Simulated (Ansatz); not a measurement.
Relaxation of ClF3HOTa (7 atoms, charge 0, multiplicity 1), to a largest force component of 0.02 eV/Å in at most 40 steps.

All numbers below come from Ansatz 0.2.0, RKS B3LYP-D4/def2-SVP.

```xyz
7
Properties=species:S:1:pos:R:3
Ta 0.000 0.000 0.000
O 2.020 0.000 0.000
H 2.357 -0.531 0.790
F 0.000 0.000 1.930
Cl 0.000 0.000 -2.470
F -0.965 1.671 0.000
F -0.965 -1.671 0.000
```

Problem. Where does it end, and by what steps?

Solution. The run converged. After 11 steps the energy has fallen by 0.625 eV; H3 moved furthest, 0.38 Å.

```csv
step,energy less start (eV),largest force component (eV/Å),accepted
0,0.0000,2.598,yes
1,-0.2978,2.843,yes
2,-0.5570,1.530,yes
3,-0.6086,0.282,yes
4,-0.6155,0.227,yes
5,-0.6199,0.079,yes
6,-0.6222,0.218,yes
7,-0.6243,0.049,yes
8,-0.6246,0.034,yes
9,-0.6246,0.050,yes
10,-0.6248,0.026,yes
11,-0.6248,0.002,yes
```

```xyz
7
Properties=species:S:1:pos:R:3
Ta -0.001 -0.052 -0.027
O 1.856 -0.174 0.086
H 2.578 -0.234 0.723
F -0.233 -0.078 1.857
Cl -0.106 0.006 -2.374
F -0.716 1.680 0.029
F -0.932 -1.679 -0.044
```

Whether the end is a true minimum wasn't checked by a vibrational analysis.

Time of the run: 58 s on 2 threads of Arm Neoverse V1 (shared host), peak memory 0.26 GiB.
